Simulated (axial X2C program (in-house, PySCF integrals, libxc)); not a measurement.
Potential curves of WBr, 2c

Computed with an axial X2C code built on PySCF integrals. Two-component (2c) means X2C with spin–orbit coupling and atomic mean-field two-electron Coulomb and Gaunt terms. Basis: W dyall-cv3z [13s14p9d7f4g], Br dyall-cv3z [8s9p6d4f1g] (cores contracted in-house); Gaussian nuclei, density fitting, unrestricted open shells. Masses: W 183.951 u, Br 78.918 u.

State: Ω = 5/2 (⟨Sz⟩ = 2.47, ⟨Lz⟩ = 0.03 at PBE0). Energies in kJ/mol from the lowest point of each curve. Fits are polynomials in 1 − R0/R over 0.85 to 1.23 times the lowest point R0.

| R (Å) | PBE0 | HF | MP2 |
| --- | --- | --- | --- |
| 2.0993 | 100.11 | 153.18 | 111.01 |
| 2.1958 | 40.91 | 75.76 | 47.52 |
| 2.2682 | 16.05 | 39.19 | 19.98 |
| 2.3406 | 3.43 | 16.40 | 5.17 |
| 2.4130 | 0.00 | 4.19 | 0.00 |
| 2.4975 | 4.48 | 0.00 | 2.99 |
| 2.5819 | 15.42 | 3.74 | 12.96 |
| 2.6905 | 35.63 | 16.56 | 32.66 |
| 2.8232 | 65.62 | 39.87 | 62.97 |
| 3.0162 | 112.68 | 80.96 | 112.21 |

Correlated methods: 13 electrons correlated (number of frozen shells: W 5 s, 4 p, 2 d, 1 f; Br 3 s, 2 p, 1 d), 329 virtual spin orbitals or spinors in MP2.

The state is one determinant whose occupation by symmetry is held fixed; it was picked as the lowest of a PBE0 search that is not exhaustive. Density functionals use the spin component along the axis (collinear). With several unpaired electrons one determinant need not be a pure state. This is the top spin component of a Σ state; components of lower Ω are not single determinants and can lie lower. MP2 and coupled cluster on one determinant become unreliable at the stretched end.

Question: What are Re and ωe at the PBE0 level?

Answer: At PBE0, 2c: Re = 2.410 Å, ωe ≈ 259 cm⁻¹; Be follows as 0.0526 cm⁻¹.

Question: Fit the HF curve near its minimum: give the equilibrium distance and the harmonic wavenumber.

Answer: At HF, 2c: Re = 2.495 Å, ωe ≈ 238 cm⁻¹; Be follows as 0.049 cm⁻¹.

Question: What are Re and ωe at the MP2 level?

Answer: At MP2, 2c: Re = 2.425 Å, ωe ≈ 258 cm⁻¹; Be follows as 0.0519 cm⁻¹.
